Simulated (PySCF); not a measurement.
An unknown shows these calculated signals:

1H NMR (600 MHz, computed): δ 8.10 (s, 1H), 1.58 (s, 9H).

13C{1H} NMR (computed): δ 165.4 (CH), 81.5 (C), 29.1 (CH3).

[PySCF 2.14: shieldings: GIAO PBE0/pcSseg-1; geometry: GFN2-xTB; no relativistic terms; averaged over atoms made equivalent by symmetry, fast rotation or ring inversion; gas phase; single conformer]

δ = σ(ref) − σ, references computed at the same level: TMS for 1H (σ = 31.72 ppm) and 13C (σ = 186.93 ppm).

Q: Which of these does the molecule contain: a tert-butyl group, an amide, an aldehyde, an ester, a C≡C triple bond?

A: 
- A tert-butyl group: yes (δC 29.1, 81.5; δH 1.58 (s)).
- An amide: no.
- An aldehyde: no.
- An ester: yes (δC 165.4; δH 8.10 (s)).
- A C≡C triple bond: no.

The data belong to tert-butyl formate (CC(C)(C)OC=O, C5H10O2); they needn't prove each group on their own.

Carbon signals by region: 1 in the far downfield region (above 160 ppm), 1 at 50–100 ppm, 1 below 50 ppm. Above 160 ppm: 165.4, ester carbonyl carbon.

Shifts are as computed. Against solution values, carbons near 30 ppm lie about +3 ppm off and those near 130 ppm about +5 ppm. Of 1313 compounds with measured shifts, 239 miss one by over three times the rms of a fit or turn the order of signals round; such compounds aren't used in these exercises. Multiplicities follow the n + 1 count of equivalent neighbours, as no J values were calculated; m marks all less simple cases, F and P coupling included.
